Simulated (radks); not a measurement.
Question: These are the eigenvalues of the occupied orbitals of an atom or ion with whole-number occupations (eV). Calculated with a radial shooting solver on a logarithmic mesh with Libxc functionals: Dirac Kohn-Sham, relativistic LDA (MacDonald-Vosko exchange, VWN5 correlation), spin-unpolarised, spherical densities, finite nucleus; Fermi nuclear charge, rms radius of each element as measured or else 0.836 A^(1/3) + 0.57 fm.

orbital  eigenvalue
1s1/2     -34236.09
2s1/2     -5413.997
2p1/2     -5099.434
2p3/2     -4777.921
3s1/2     -1182.452
3p1/2     -1050.426
3p3/2     -989.3015
3d3/2     -754.8752
3d5/2     -741.8861
4s1/2     -288.7867
4p1/2     -241.6913
4p3/2     -229.2371
4d3/2     -152.2216
4d5/2     -150.1513
5s1/2     -100.1685

Which element is it, and in what charge state? The configuration may be excited. Open shells, if any, fill j = l - 1/2 first.

Answer: Z = 54, xenon, charge +7: Xe7+ in [Kr] 4d10 5s1. The list shows which subshells hold electrons but not how many an open one holds; the 1s level, -1258.2 hartree, gives Z - s = 50.2 by -(Z - s)^2/2, which with screening and relativity narrows Z to a few neighbours, and the depths of the outer levels then fix element, charge and occupations together.
